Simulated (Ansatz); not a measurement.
Isolated molecules relaxed with PBE0-D4/def2-TZVP in Ansatz; ΔE leaves out vibrations. CCSD(T)/CBS adds triple-zeta CCSD(T) − MP2 to the extrapolated MP2 energy (def2 sets, frozen cores). DFT in def2-TZVPP. B3LYP here is the variant with VWN-RPA as its local correlation; programs differ in this. def2 core potentials past Kr. For Sn outer-core shells are correlated without core-valence functions, which leaves a few kJ/mol of doubt a bond.

Reaction (redistribution): `B[CH2][SnH3]` + `B[SiH](C)C` → `C[SiH](C)[SnH3]` + `BCB`

```tsv
level	ΔE (eV)
PBE-D4	-0.65
B3LYP-D4	-0.66
```

Q: What does CCSD(T)/CBS give? (Best estimate.)

A: Ansatz gave: -0.59 eV. The listed levels differ from it by -0.06, -0.07 eV.

Largest T1 diagnostic among the species: 0.012.

In def2-TZVPP, CCSD(T) changes the Hartree–Fock value by +0.10 eV (the triples alone add +0.02 eV) and MP2 by +0.06 eV.
